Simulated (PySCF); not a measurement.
An unknown shows these calculated signals:

1H NMR (300 MHz, computed): δ 6.13 (m, 1H), 5.44 (m, 1H), 5.40 (m, 1H), 4.97 (s, 6H), 4.65 (t, 1H), 1.53 (m, 2H).

13C{1H} NMR (computed): δ 145.0 (CH), 127.1 (CH2), 29.5 (CH2).

All values are calculated (PySCF 2.14.0 with density-fitted response routines): NMR shieldings at CAM-B3LYP/pcSseg-1/GIAO, structure optimised with PBE0-D3(BJ)/def2-SVP. Averaged over atoms made equivalent by symmetry, fast rotation or ring inversion, isolated molecule, relativity neglected, single conformer.

δ = σ(ref) − σ, references computed at the same level: 1H (σref 31.33), 13C (σref 182.45) against TMS.

Q: Which of these does the molecule contain: a benzene ring, a non-aromatic C=C double bond, a vinyl group CH=CH2, a Si–H bond, an amide, an OH group?

A: 
- A benzene ring: no.
- A non-aromatic C=C double bond: yes.
- A vinyl group CH=CH2: yes (δC 127.1, 145.0; δH 5.44 (m), 5.40 (m), 6.13 (m)).
- A Si–H bond: yes (δH 4.65 (t)).
- An amide: no.
- An OH group: no.

The data belong to SMILES C=CC[SiH](O[SiH3])O[SiH3], C₃H₁₂O₂Si₃; they needn't prove each group on their own.

Carbon signals by region: 2 in the sp2 and nitrile region (100–160 ppm), 1 below 50 ppm.

Shifts are as computed, not scaled to solution data. Of 1211 compounds with measured shifts, 218 miss one by over three times the rms of a fit or turn the order of signals round; such compounds aren't used in these exercises. No couplings were computed; multiplicities are counted from neighbouring protons, with m where these are inequivalent, close in shift, in a saturated or five-membered ring or joined by F or P, and br s for small geminal =CH2 splittings.
